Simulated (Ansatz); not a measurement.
Computed with Ansatz on PBE0-D4/def2-TZVP structures; ΔE is electronic, products minus reactants. CCSD(T)/CBS is the MP2 limit (def2-TZVPP, def2-QZVPP) plus CCSD(T) − MP2 in def2-TZVPP, frozen cores. Functionals use def2-TZVPP. B3LYP here is the variant with VWN-RPA as its local correlation; programs differ in this. For Ga outer-core shells are correlated without core-valence functions, which leaves a few kJ/mol of doubt a bond. Scalar relativity is left out up to krypton. Each species was taken in one conformer, which may not be the lowest.

Consider the formal exchange of groups at a B–S bond: `B[S][GaH][Cl]` + `CC[SiH2]C` → `B[SiH](C)CC` + `[SH][GaH][Cl]`.

```tsv
level	ΔE (kJ/mol)	difference from CCSD(T)/CBS
PBE-D4	113.9	-0.8
r2SCAN-D4	116.2	1.5
PBE0-D4	113.4	-1.3
B3LYP-D4	115.1	0.4
ωB97X-V	111.3	-3.4
ωB97M-V	115.8	1.1
B2PLYP	118.2	3.5
PBE	113.7	-1.0
r2SCAN	116.4	1.7
PBE0	113.3	-1.4
B3LYP	114.5	-0.2
HF/def2-TZVPP	110.8	-3.9
MP2/def2-TZVPP	124.1	9.4
SCS-MP2/def2-TZVPP	120.0	5.3
CCSD/def2-TZVPP	112.4	-2.3
CCSD(T)/def2-TZVPP	115.2	0.5
HF/def2-QZVPP	110.5	-4.2
MP2/def2-QZVPP	123.7	9.0
SCS-MP2/def2-QZVPP	119.6	4.9
HF/CBS(def2)	110.5	-4.2
MP2/CBS(def2)	123.6	8.9
CCSD/CBS(def2)	111.9	-2.8
CCSD(T)/CBS	114.7	0
```

Largest T1 diagnostic among the species: 0.013.

In def2-TZVPP, CCSD(T) changes the Hartree–Fock value by +4.5 kJ/mol (the triples alone add +2.8 kJ/mol) and MP2 by +13.4 kJ/mol.
